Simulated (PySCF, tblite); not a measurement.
Isomers of C6H12Si2, one GFN2-xTB conformer each. Single-point energies are computed at PBE0/pcSseg-1 (PySCF, gas phase, no added dispersion term), electronic only.

| SMILES | GFN2-xTB relative energy (kJ/mol) |
| --- | --- |
| C#C[Si@@H]([SiH2]C)C1CC1 | 92.5 |
| C=C[C@H]([SiH3])C1=C[SiH2]C1 | 0.0 |
| C=C[Si@H](C)C1=C[SiH2]C1 | 78.1 |
| C=C[C@@H](C)C1=C[SiH2][SiH2]1 | 34.2 |

Conformers: `[CH:1]#[C:2][Si@@H:3]([SiH2:4][CH3:5])[CH:6]1[CH2:7][CH2:8]1` with C2–Si3–Si4–C5 26°, C2–Si3–C6–C7 -167°; `[CH2:1]=[CH:2][C@H:3]([SiH3:4])[C:5]1=[CH:6][SiH2:7][CH2:8]1` with C1–C2–C3–Si4 -104°, C2–C3–C5–C6 -136°; `[CH2:1]=[CH:2][Si@H:3]([CH3:4])[C:5]1=[CH:6][SiH2:7][CH2:8]1` with C1–C2–Si3–C4 104°, C2–Si3–C5–C6 111°; `[CH2:1]=[CH:2][C@@H:3]([CH3:4])[C:5]1=[CH:6][SiH2:7][SiH2:8]1` with C1–C2–C3–C4 126°, C2–C3–C5–C6 19°.

Problem. What does PBE0/pcSseg-1 give for the same structures?

Solution. 
```tsv
SMILES	PBE0/pcSseg-1 E (Eh)	PBE0/pcSseg-1 (kJ/mol)	GFN2-xTB (kJ/mol)	point group
C=C[Si@H](C)C1=C[SiH2]C1	-814.20479	0.0	78.1	C1
C=C[C@@H](C)C1=C[SiH2][SiH2]1	-814.19465	26.6	34.2	C1
C=C[C@H]([SiH3])C1=C[SiH2]C1	-814.18440	53.5	0.0	C1
C#C[Si@@H]([SiH2]C)C1CC1	-814.17879	68.3	92.5	C1
```

GFN2-xTB puts C=C[C@H]([SiH3])C1=C[SiH2]C1 lowest instead; measured from each level's own lowest isomer, the values differ by up to 78.1 kJ/mol (C=C[Si@H](C)C1=C[SiH2]C1: 78.1 against 0.0). As drawn, the lowest has a four-membered ring and a C=C bond outside aromatic rings, which the highest lacks; the highest has a three-membered ring, a C≡C bond and an Si–Si bond, which the lowest lacks.

Problem. Which frontier levels, dipoles and rotational constants go with these structures?

Solution. 
```tsv
SMILES	HOMO (eV, PBE0/pcSseg-1)	LUMO (eV)	dipole (D)	A, B, C (MHz)
C=C[Si@H](C)C1=C[SiH2]C1	-7.56	-0.53	0.36	2267, 857.7, 715.2
C=C[C@@H](C)C1=C[SiH2][SiH2]1	-7.40	-0.36	0.51	2391, 899.2, 694.1
C=C[C@H]([SiH3])C1=C[SiH2]C1	-6.90	-0.15	0.39	2316, 837.0, 709.5
C#C[Si@@H]([SiH2]C)C1CC1	-7.72	-0.31	0.88	1408, 1146, 788.9
```

Problem. What happens when harmonic zero-point energies from GFN2-xTB frequencies are added?

Solution. 
| SMILES | ZPE (kJ/mol) | electronic (kJ/mol) | with ZPE (kJ/mol) |
| --- | --- | --- | --- |
| C=C[Si@H](C)C1=C[SiH2]C1 | 395.9 | 0.0 | 0.0 |
| C=C[C@@H](C)C1=C[SiH2][SiH2]1 | 394.8 | 26.6 | 25.5 |
| C=C[C@H]([SiH3])C1=C[SiH2]C1 | 387.3 | 53.5 | 44.9 |
| C#C[Si@@H]([SiH2]C)C1CC1 | 396.5 | 68.3 | 68.9 |

The zero-point energies span 9.2 kJ/mol. The order is unchanged.
